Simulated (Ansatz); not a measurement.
`OBF` + `[NH2][AlH2]` → `OB[NH][AlH2]` + H–F at 700 K and 1 bar (ligand exchange at a B–F bond).

Isolated molecules relaxed with PBE0-D4/def2-TZVP in Ansatz; ΔE leaves out vibrations. CBS: MP2 limit from def2 TZ/QZ plus the TZ coupled-cluster correction, frozen cores. This one scheme is used for every species. Each species was taken in one conformer, which may not be the lowest.

```
       species  CCSD(T)/CBS energy (Eh)  H − E (kJ/mol)  S (J/(mol·K))
         `OBF`               -201.07426           116.8          306.1
 `[NH2][AlH2]`               -299.14566           147.5          319.0
`OB[NH][AlH2]`               -399.80663           221.7          413.1
           H–F               -100.39570            45.2          198.5
```

H − E and S are ideal-gas, rigid-rotor, harmonic terms from PBE0-D4/def2-TZVP, for one conformer and one mirror image of each species. 1 Eh = 2625.50 kJ/mol, R = 8.31446 J/(mol·K).

Problem. By hand: ΔE, ΔH, ΔS and ΔG.

Solution. ΔE = (-399.80663) + (-100.39570) − (-201.07426) − (-299.14566) = 0.01759 Eh = 46.2 kJ/mol. Δ(H − E) = 221.7 + 45.2 − 116.8 − 147.5 = 2.6, so ΔH = 48.8 kJ/mol. ΔS = 413.1 + 198.5 − 306.1 − 319.0 = -13.5 J/(mol·K). ΔG = 48.8 − 700 × (-13.5)/1000 = 58.2 kJ/mol.

Problem. By hand: the equilibrium constant, and the temperature at which ΔG would vanish if ΔH and ΔS stayed fixed.

Solution. log₁₀ K = −ΔG/(RT ln 10) = -4.3. ΔH and −TΔS have one sign here, so there is no such temperature.

The number of gas molecules stays the same, so ΔS is small and ΔH decides. A doubt of 5 kJ/mol in ΔE shifts log₁₀ K by 0.4 here. Other conformers and mirror images would add mixing entropy, several J/(mol·K) or more a flexible species. These are equilibria of isolated gas molecules and say nothing of rates. Largest T1 diagnostic: 0.013 (customary marks: 0.02 for closed shells, 0.045 for open ones).
